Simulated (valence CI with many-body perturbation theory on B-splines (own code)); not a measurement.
## Lu³⁹⁺: fill in the table

Calculated by valence CI with perturbative core correlation (CI+MBPT): four valence electrons over a frozen Dirac-Fock core [Ar] 3d10, radial functions for each j: 11 s, 11 p, 9 d, 7 f, 5 g, 2 h, 1 i, with the one-electron correlation potential Σ1 (screened to all orders), the two-electron term Σ2, the three-electron term Σ3, Breit, model QED; selected single and double excitations, second order for the rest (own B-spline code, finite nucleus).

No measured spectrum was set against this ion. As an estimate, large intervals hold to a few tenths of a per cent, small ones and those within an open d or f shell to about a per cent.

| Level | E (cm⁻¹) |
| --- | --- |
| (4s^2 4p1/2^2) J=0 | 0 |
| (4s^2 4p1/2 4p3/2) J=1 | ? |
| (4s^2 4p1/2 4p3/2) J=2 | 617880 |
| (4s^2 4p3/2^2) J=2 | 1227800 |
| (4s^2 4p3/2^2) J=0 | 1298400 |
| (4s 4p1/2^2 4p3/2) J=2 | 1299400 |
| (4s 4p1/2^2 4p3/2) J=1 | ? |
| (4s^2 4p1/2 4d3/2) J=2 | ? |
| (4s 4p1/2 4p3/2^2) J=2 [a] | ? |
| (4s^2 4p1/2 4d3/2) J=1 | ? |
| (4s 4p1/2 4p3/2^2) J=3 | 1883000 |
| (4s^2 4p1/2 4d5/2) J=2 | 1975200 |
| (4s 4p1/2 4p3/2^2) J=0 | 1977600 |
| (4s^2 4p1/2 4d5/2) J=3 | 1987400 |
| (4s 4p1/2 4p3/2^2) J=1 [a] | 2029600 |
| (4s 4p1/2 4p3/2^2) J=2 [b] | ? |
| (4s 4p1/2 4p3/2^2) J=1 [b] | 2064800 |
| (4s^2 4p3/2 4d3/2) J=2 | 2442300 |
| (4s^2 4p3/2 4d3/2) J=1 | 2449300 |
| (4s^2 4p3/2 4d3/2) J=0 | 2458400 |

Levels are named by their leading jj configuration (3d3/2^4 stands for four electrons in 3d with j = 3/2), which in mixed levels can hold well under half, so a name can repeat and another be missing. Letters in brackets count levels of one name in rising energy.

(1) The levels stand in rising order. What does the calculation give for the missing energies?

Answers

(1) (4s^2 4p1/2 4p3/2) J=1 585440; (4s 4p1/2^2 4p3/2) J=1 1410600; (4s^2 4p1/2 4d3/2) J=2 1734700; (4s 4p1/2 4p3/2^2) J=2 [a] 1828000; (4s^2 4p1/2 4d3/2) J=1 1869400; (4s 4p1/2 4p3/2^2) J=2 [b] 2054600.
